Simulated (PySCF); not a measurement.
# Working out the excitation energy of N²⁺

N²⁺ [He] 2s2 2p1 (2P) → N²⁺ [He] 2s1 2p1 3d1 (high-spin determinant). Computed with PySCF 2.14 in aug-cc-pVDZ, with no relativity, point nucleus. Frozen: 1s2. Energies in hartree (1 hartree = 27.21139 eV):

```
             part  N²⁺ (lower)  N²⁺ (upper)
              UHF   -52.807269   -51.314883
MP2 opposite-spin    -0.043764     0.000000
    MP2 same-spin    -0.002350    -0.005374
```

Task: What does Hartree-Fock give?

Result: (-51.314883) − (-52.807269) = 1.492386 hartree = 40.610 eV.

Task: What do MP2 and SCS-MP2 (6/5 opposite-spin, 1/3 same-spin) give?

Result: The opposite-spin parts differ by 1.191 eV and the same-spin parts by -0.082 eV. MP2: 40.610 + (1.191) + (-0.082) = 41.719 eV. SCS-MP2: 40.610 + 1.2 × (1.191) + (-0.082)/3 = 42.012 eV.

One determinant mixes LS terms, so it does not stand for a single term.

A double-zeta basis recovers only part of the correlation energy.
